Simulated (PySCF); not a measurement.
**C₆ coefficients of unlike pairs at PBE0**

Calculated with PySCF 2.14 from the dipole response of each species, C₆(A,B) = (3/π) ∫ α_A(iu) α_B(iu) du, in atomic units, from isotropic polarisabilities. For ions this is the dispersion term alone; charge-induced terms of lower order in 1/R come first.

```json
{"species": "Ti", "configuration": "[Ar] 3d2 4s2 (3F)", "basis": "aug-cc-pVTZ (8s7p5d3f2g)", "relativity": "none", "α (bohr³)": "111.8", "C₆ (like pair)": "1322"}
{"species": "Tc³⁺", "configuration": "[Kr] 4d4 (5D)", "basis": "aug-cc-pwCVTZ-PP with ECP28MDF (8s8p7d4f3g)", "relativity": "core potential", "α (bohr³)": "5.422", "C₆ (like pair)": "24.49"}
{"species": "Rb", "configuration": "[Kr] 5s1 (2S)", "basis": "def2-QZVPPD with the def2 core potential (28 electrons) (7s5p4d3f)", "relativity": "core potential", "α (bohr³)": "389.7", "C₆ (like pair)": "6267"}
{"species": "Br⁺", "configuration": "[Ar] 3d10 4s2 4p4 (3P)", "basis": "aug-cc-pVTZ-PP with ECP10MDF (6s5p4d2f)", "relativity": "core potential", "α (bohr³)": "12.59", "C₆ (like pair)": "77.61"}
```

(1) Estimate C₆ for Tc³⁺ with Ti.

No spin-orbit coupling is included.

The other pairs:

| pair | C₆ |
| --- | --- |
| Br⁺, Ti | 256.6 |
| Rb, Ti | 2618 |
| Br⁺, Tc³⁺ | 41.84 |
| Rb, Tc³⁺ | 189.9 |
| Br⁺, Rb | 412.1 |

Answers

(1) The integral gives 121.9. The combination rule 2 C_A C_B / (C_A α_B/α_A + C_B α_A/α_B) gives 113.8 and the geometric mean 180.0.
